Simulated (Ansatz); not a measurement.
`CN(C)C=S` and `CN(C)N[SiH3]` differ in one atom or group.

Ansatz, PBE0-D4/def2-TZVP geometries, multiplicity 1. Each molecule was computed in one conformer, which needn't be the lowest.

| property | `CN(C)C=S` |
| --- | --- |
| LUMO energy (PBE0/def2-TZVPP) / eV | -0.73 |
| size of the dipole moment (ωB97M-V/def2-TZVPP) / D | 4.86 |
| HOMO–LUMO gap (PBE/def2-TZVPP) / eV | 3.18 |
| HOMO–LUMO gap (ωB97M-V/def2-TZVPP) / eV | 9.53 |
| size of the dipole moment (PBE/def2-TZVPP) / D | 4.78 |
| HOMO energy (PBE/def2-TZVPP) / eV | -4.80 |

What does the change do to each property? (An estimate is asked.)

Computed: 
```tsv
property	`CN(C)N[SiH3]`	shift
LUMO energy (PBE0/def2-TZVPP) / eV	0.57	1.30
size of the dipole moment (ωB97M-V/def2-TZVPP) / D	1.75	-3.11
HOMO–LUMO gap (PBE/def2-TZVPP) / eV	5.05	1.87
HOMO–LUMO gap (ωB97M-V/def2-TZVPP) / eV	11.15	1.62
size of the dipole moment (PBE/def2-TZVPP) / D	1.68	-3.10
HOMO energy (PBE/def2-TZVPP) / eV	-5.32	-0.52
```

With PBE0 the HOMO falls by 0.68 eV and the LUMO rises by 1.30 eV, so the gap widens by about 1.98 eV. PBE moves the HOMO by -0.52 eV and ωB97M-V by -0.85 eV. Dipoles are sizes alone; their direction can turn.

Positive LUMOs are unbound, so they and the gaps depend on the basis.
